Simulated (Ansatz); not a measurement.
Question: Name a neutral molecule of Al, C, Si, Sn and H with LUMO energy (PBE/def2-TZVPP) between -2.30 and -2.00 eV and size of the dipole moment (ωB97M-V/def2-TZVPP) between 2.85 and 3.15 D (Ansatz, PBE0-D4/def2-TZVP geometry).

Answer: `[AlH2][SiH2][CH2][SnH3]` (-2.07 eV, 2.88 D). Other molecules can fit too; these were computed, each in one conformer that needn't be the lowest.
